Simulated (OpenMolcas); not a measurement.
# Tb3+: moving or changing the point charges

Tb3+ among 6 point charges of -1 e arranged as an octahedron (Oh), 2.37 Å from the ion.

* Program: OpenMolcas
* Method: CASSCF
* Basis: ANO-RCC-VDZP [7s6p4d2f1g]
* Scalar Hamiltonian: DKH2, point nucleus
* Active space: 8 electrons in 7 orbitals (4f)
* State averaging: 2S+1 = 7 even, 7 roots; 2S+1 = 5 even, 62 roots kept (CI in the orbitals of an earlier block); 2S+1 = 3 even, 3 roots kept (CI in the orbitals of an earlier block, 0 in the spin-orbit step)
* Spin-orbit coupling: RASSI with atomic mean-field integrals over the reference wave functions

Runs around this geometry, states (labels of O, the rotations of Oh). Energies in cm-1 above the lowest state or level, χT in cm3 K/mol.

| R (Å) | Ground state | First state of that spin | First gap with spin-orbit (degeneracies) | Width of lowest J | χT at 300 K |
| --- | --- | --- | --- | --- | --- |
| 2.37 | 7A2 | 7T2 229.9 | 21.6 (1, 3) | 198 | 11.731 |
| 2.61 | 7A2 | 7T2 146.6 | 14.0 (1, 3) | 122 | 11.771 |
| 2.81 | 7A2 | 7T2 103.4 | 9.9 (1, 3) | 84 | 11.784 |

Taking the width of the lowest J multiplet as R^-n, n = -ln(84 / 198) / ln(2.81 / 2.37) = 5.0 between the shortest and longest distance.

High states are left out of the spin-orbit mixing, which shifts the levels that they would mix with. Point charges carry no covalency, so the field is a model and not that of real ligands. No measured value stands beside these numbers.
